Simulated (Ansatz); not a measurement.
Ideal-gas functions of CH4Cl2Si, SMILES `C[SiH](Cl)Cl` at 600 K and 1 bar, from an Ansatz frequency run at PBE0-D4/def2-TZVP.

Molar mass 115.04 g/mol, point group Cs (symmetry number 1), electronic degeneracy 1, moments of inertia 117.36, 212.431, 301.684 u Å². Harmonic wavenumbers (cm⁻¹, unscaled): 163, 176, 188, 246, 501, 570, 680, 746, 760, 849, 895, 1279, 1440, 1442, 2266, 3055, 3144, 3151.

Use S(trans) = R[1.5 ln M + 2.5 ln T − 1.1517]; rotational temperatures θ = 24.2544 K / I; S(rot) = R[ln(√π/σ · √(T³/θAθBθC)) + 1.5]; for each mode x = 1.438777 ν̃/T, S = R[x/(eˣ − 1) − ln(1 − e⁻ˣ)] and H = RT x/(eˣ − 1); 1 cm⁻¹ = 0.0119627 kJ/mol; R = 8.31446 J/(mol·K).

**Question.** By hand: the entropy, in J/(mol·K).

**Answer.** Translation 182.6. Rotation: θ = 0.2067, 0.1142, 0.0804 K, giving 123.1. Vibration, mode by mode: 16.18, 15.55, 15.01, 12.82, 7.27, 6.33, 5.11, 4.51, 4.39, 3.71, 3.40, 1.64, 1.21, 1.20, 0.23, 0.05, 0.04, 0.04, in all 98.7. Electronic 0.0. Sum 404.4 J/(mol·K).

**Question.** By hand: H − E and G − E in kJ/mol, counted from the electronic energy.

**Answer.** Zero-point energy ½ × 21551 × 0.0119627 = 128.9; thermal vibration 31.1; translation, rotation and pV give 4 RT = 20.0. H − E = 180.0 kJ/mol, and G − E = 180.0 − 600 × 404.4/1000 = -62.6 kJ/mol.

Vibration gives 24 % of the entropy.
